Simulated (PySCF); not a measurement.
**V: electron affinity**

V⁻ [Ar] 3d4 4s2 (5D) → V [Ar] 3d3 4s2 (4F), as a difference of total energies. All numbers are calculated (PySCF 2.14, the spin-free X2C one-electron Hamiltonian (Gaussian nucleus), in x2c-TZVPPall with one added diffuse shell each of s, p, d, f type (7s6p5d3f1g, 80 functions)). Correlated levels: valence and next inner shell: [Ne] frozen. The calculations carry no spin-orbit coupling.

| method | electron affinity (eV) |
| --- | --- |
| UHF | -0.673 |
| MP2 (valence and next inner shell) | 0.339 |
| SCS-MP2 (valence and next inner shell) | -0.331 |
| CCSD (valence and next inner shell) | 0.245 |
| CCSD(T) (valence and next inner shell) | 0.389 |

The reference lies between the lowest fine-structure levels, while these numbers refer to the centres of the terms.

Errors of the correlated levels include the incompleteness of this basis and the frozen core.

A negative affinity means that the anion lies above the atom at that level of theory.

The coupled-cluster amplitudes are large for V⁻ (T1 above 0.03 or a double amplitude above 0.15), so a single reference is strained.

For comparison: 0.528 eV (measured; photodetachment measurements, as compiled on the Wikipedia data page of electron affinities).
